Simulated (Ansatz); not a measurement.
Mulliken charges of CH₃F₃MoOS (`C[O][Mo]([F])([F])([F])=[S]`) from r2SCAN/def2-TZVPP in Ansatz (PBE0-D4/def2-TZVP geometry).

```tsv
atom	x (Å)	y (Å)	z (Å)	charge (e)
C1	0.294	-1.687	0.209	0.020
O2	0.687	-0.344	0.132	-0.402
Mo3	-0.119	1.274	-0.122	1.495
F4	-1.078	0.404	-1.462	-0.375
F5	-1.633	2.325	-0.055	-0.356
F6	0.021	1.637	1.685	-0.361
S7	1.318	2.440	-1.061	-0.276
H8	1.170	-2.313	0.033	0.078
H9	-0.463	-1.885	-0.555	0.095
H10	-0.114	-1.903	1.200	0.083
```

Problem. By hand: the dipole of these point charges (1 e Å = 4.8032 D).

Solution. Σ q r = (0.204, -0.752, 0.071) e Å, of length 0.782 e Å = 3.76 D.

Problem. How does the dipole of the full density compare? (Best estimate.)

Solution. The calculation gave: (0.250, -0.688, 0.054) e Å, 3.53 D; the point charges give 1.07 times that, at 5° from its direction.

Point charges leave out the atoms' own dipoles, such as those of lone pairs, and Mulliken's split depends on the basis, so the close match here is no proof of good charges.
